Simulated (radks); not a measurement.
Results of a calculation; reference values are marked as such.
Problem. Ta I, 73 electrons, occupied as [Xe] 4f14 5d3 6s2 (the NIST ground configuration). Level of theory: Dirac Kohn-Sham, PBEsol, spin-unpolarised, spherical densities, point nucleus; open shells fill j = l - 1/2 first (a radial shooting solver on a logarithmic mesh with Libxc functionals).

Spin-orbit splittings of the eigenvalues, e(l+1/2) - e(l-1/2), with zeta = 2 splitting/(2l+1) and mean radii in bohr:

shell  occ.  splitting (eV)  zeta (eV)  <r> j=l-1/2  <r> j=l+1/2
2p        6            1270      846.4      0.06488      0.07272
3p        6           273.3      182.2       0.1943       0.2089
3d       10               ?          ?       0.1830       0.1875
4p        6           63.02      42.01       0.4645       0.4977
4d       10           11.57      4.630       0.5166       0.5281
4f       14           1.982     0.5664       0.6343       0.6453
5p        6           8.760      5.840        1.221        1.330
5d        3          0.5740     0.2296        2.214        2.330

Estimate the 3d splitting.

Solution. 59.54 eV (zeta = 23.81 eV).
